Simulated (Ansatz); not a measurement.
NbSe(OSiH3)3 (NbSi₃SeO₃H₉), relaxed as a singlet with RKS PBE-D4/def2-SVP in Ansatz, starting from the GFN2-xTB geometry. Force threshold 0.02 eV/Å.

In the def2 sets Nb takes a core potential; there is no spin–orbit coupling. The relaxation made no stability test and no search for a lower SCF solution.

Start:

```xyz
17

Nb   -0.047    0.013    0.041
Se   -0.627    1.790    1.415
O     0.374    0.916   -1.510
Si    0.694    2.048   -2.634
H     0.143    3.302   -2.103
H     0.025    1.591   -3.860
H     2.156    2.063   -2.781
O    -1.618   -0.950    0.057
Si   -3.141   -1.464    0.306
H    -3.682   -0.603    1.366
H    -3.023   -2.874    0.703
H    -3.830   -1.313   -0.983
O     1.378   -0.686    0.982
Si    2.577   -0.912    2.057
H     2.565    0.276    2.922
H     3.806   -1.038    1.260
H     2.251   -2.159    2.762
```

```
step  energy (eV)  largest force component (eV/Å)  SCF passes
   1  -96780.9060                           2.615          22
   2  -96781.5417                           1.158          27
   3  -96781.6596                           0.354          22
   4  -96781.6662                           0.066          23
   5  -96781.6673                           0.058          22
   6  -96781.6677                           0.031          22
   7  -96781.6679                           0.016          23
   8  -96781.6681                           0.017          22
   9  -96781.6683                           0.027          22
  10  -96781.6685                           0.038          22
  11  -96781.6687                           0.029          15
  12  -96781.6689                           0.017          23
  13  -96781.6690                           0.021          22
  14  -96781.6691                           0.014          22
```

Force components are those of the run's own axes.

End:

```xyz
17

Nb   -0.058    0.196    0.148
Se   -0.647    1.967    1.512
O     0.415    0.888   -1.550
Si    0.672    2.076   -2.732
H     0.286    3.419   -2.179
H    -0.169    1.741   -3.931
H     2.126    2.065   -3.111
O    -1.550   -0.962    0.008
Si   -3.133   -1.496    0.296
H    -3.811   -0.551    1.246
H    -3.067   -2.876    0.886
H    -3.867   -1.538   -1.014
O     1.411   -0.697    0.943
Si    2.594   -0.991    2.121
H     2.507    0.065    3.187
H     3.941   -0.957    1.459
H     2.351   -2.351    2.711
```

By distances, no bond broke or formed. The bond that changes most is Nb1–Si14, from 3.44 to 3.51 Å (atoms count from 1).

The force fell under the threshold at step 7, but the optimiser went on. No frequencies were taken in this run, so the end may be a saddle point.

It took 39 s on 4 threads of Arm Neoverse V2 on a shared host.
